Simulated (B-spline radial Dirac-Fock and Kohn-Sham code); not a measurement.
# Ti 4s: cross section and angular parameters

System: the Ti atom, [Ar] 3d2 4s2; threshold 6.03 eV (orbital energy of the model). Method: Dirac-Hartree-Slater photoionisation with a Latter tail; cross sections with all multipoles, angular parameters from the dipole term and its interference with E2. Computed with a radial finite-basis atomic code.

For linearly polarised light dσ/dΩ = σ/(4π) [1 + β P₂(cos θ) + (δ + γ cos²θ) sin θ cos φ], with θ from the polarisation vector and φ the angle between the beam and the projection of the electron momentum on the plane normal to the polarisation.

| hν (eV) | σ (kb) | β | γ |
| --- | --- | --- | --- |
| 51.8 | 100 | 1.999 | 0.120 |
| 60 | 86.4 | 1.999 | 0.139 |
| 66.3 | 76.8 | 1.999 | 0.149 |
| 80 | 60.4 | 1.999 | 0.159 |
| 190 | 17.8 | 2.000 | 0.099 |
| 194 | 17.2 | 2.000 | 0.096 |
| 253 | 11.5 | 2.000 | 0.054 |
| 268 | 10.5 | 2.000 | 0.044 |
| 271 | 10.3 | 2.000 | 0.042 |
| 302 | 8.60 | 2.000 | 0.024 |
| 344 | 6.93 | 2.000 | 0.003 |
| 382 | 5.80 | 2.000 | -0.012 |
| 394 | 5.50 | 2.000 | -0.016 |
| 412 | 5.09 | 2.000 | -0.021 |
| 600 | 2.60 | 2.000 | -0.046 |
| 627 | 2.40 | 2.000 | -0.046 |
| 655 | 2.21 | 2.000 | -0.046 |
| 696 | 1.98 | 2.000 | -0.044 |
| 756 | 1.70 | 2.000 | -0.038 |
| 800 | ? | ? | ? |
| 1090 | 0.840 | 2.000 | 0.021 |
| 1910 | 0.269 | 2.000 | 0.237 |
| 2000 | 0.244 | 2.000 | 0.262 |
| 2984.4 | 0.102 | 2.000 | 0.522 |
| 3580 | 0.0674 | 2.000 | 0.667 |
| 3840 | 0.0573 | 2.000 | 0.726 |
| 6000 | 0.0197 | 2.000 | 1.166 |
| 8047.8 | 0.00941 | 1.999 | 1.509 |
| 10800 | 0.00438 | 1.999 | 1.900 |
| 11500 | 0.00371 | 1.999 | 1.990 |

Q: Give the values at 800 eV.

A: σ = 1.52 kb, β = 2.000, γ = -0.033. For an s subshell δ is negligible.
